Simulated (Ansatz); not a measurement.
Calculated with Ansatz (gas phase, PBE0-D4/def2-TZVP geometries, no zero-point term in ΔE). CBS: MP2 limit from def2 TZ/QZ plus the TZ coupled-cluster correction, frozen cores. This one scheme is used for every species. Functionals use def2-TZVPP. HSE06 is defined as in plane-wave codes. For Mg outer-core shells are correlated without core-valence functions, which leaves a few kJ/mol of doubt a bond. Each species was taken in one conformer, which may not be the lowest.

`[NH2][Mg][OH]` + `O[SiH3]` → `[OH][Mg][O][SiH3]` + NH₃  (ligand exchange at a Mg–N bond)

```tsv
level	ΔE (kcal/mol)	difference from CCSD(T)/CBS
PBE0-D4	-23.1	1.8
HSE06-D4	-23.1	1.8
BHLYP-D4	-24.9	0.0
CAM-B3LYP-D4	-23.8	1.1
HSE06	-22.8	2.1
CAM-B3LYP	-23.5	1.4
MP2/def2-SVP	-27.3	-2.4
HF/def2-QZVPP	-26.5	-1.6
MP2/def2-QZVPP	-24.9	0.0
HF/CBS(def2)	-26.6	-1.7
CCSD(T)/CBS	-24.9	0
```

Largest T1 diagnostic among the species: 0.011.

From BLYP to BHLYP (50 % exact exchange), in def2-TZVPP and without D4, ΔE moves by −2.0 kcal/mol. In def2-TZVPP, CCSD(T) changes the Hartree–Fock value by +1.8 kcal/mol (the triples alone add +0.3 kcal/mol) and MP2 by +1.7 kcal/mol. At CCSD(T), def2-SVP lies −2.4 kcal/mol from the extrapolated value and def2-TZVPP +0.8 kcal/mol.
